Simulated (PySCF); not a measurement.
C3H7GeN.
Numbering: `[CH:1]#[C:2][Ge@@H:3]([CH3:4])[NH2:5]` (hydrogens: H6 on C1; H7 on Ge3; H8, H9, H10 on C4; H11, H12 on N5)

A GFN2-xTB structure with every atom displaced at random (by about 0.01 Å) was refined with PBE0-D3(BJ)/def2-SVP geometry optimisation, gas phase in PySCF. Values at the start:

```tsv
coordinate	start
C1≡C2	1.170 Å
C1–H6	1.092 Å
C2–Ge3	1.910 Å
Ge3–C4	1.932 Å
Ge3–N5	1.834 Å
Ge3–H7	1.523 Å
C4–H8	1.094 Å
N5–H11	1.012 Å
C1–C2–Ge3	177.3°
C2–Ge3–C4	111.5°
C2–Ge3–N5	112.8°
C4–Ge3–N5	106.8°
```

Q: How do these coordinates change at the PBE0-D3(BJ)/def2-SVP level?

A: 
```tsv
coordinate	PBE0-D3(BJ)/def2-SVP (Å or °)	change
C1≡C2	1.218	+0.048
C1–H6	1.076	-0.016
Ge3–H7	1.537	+0.014
C2–Ge3	1.922	+0.012
Ge3–C4	1.940	+0.008
C4–H8	1.100	+0.006
N5–H11	1.017	+0.005
Ge3–N5	1.835	+0.001
C2–Ge3–C4	108.4	-3.1
C4–Ge3–N5	108.3	+1.5
C1–C2–Ge3	178.5	+1.2
C2–Ge3–N5	112.5	-0.3
```

The energy falls by 0.202 eV over 9 energy and gradient evaluations, the largest force component goes from 0.1020 to 3.1e-04 Eh/bohr, and the atoms move by 0.052 Å rms after alignment. The bond that changes most is C1≡C2 (terminal alkyne carbon to alkyne carbon), which lengthens by 0.048 Å. Bonds longer at the end by more than 0.005 Å: 8 of 11; shorter: 2. Rotational constants go from 5122, 2483, 1930 to 5001, 2454, 1908 MHz.

The run used 123 basis functions and 60 SCF cycles in all. The run took 57 s on one thread, Arm Neoverse V1 (aarch64), shared host with 32 logical CPUs at a one-minute load of 29, and the process peaked at 0.51 GiB of memory.

PBE0-D3(BJ)/def2-SVP frequencies: not computed here. The numbers are those of one conformer.

The values belong to the conformer `[CH:1]#[C:2][Ge@@H:3]([CH3:4])[NH2:5]`: H–N5–Ge3–C2 63°, H–N5–Ge3–C2 -61°.
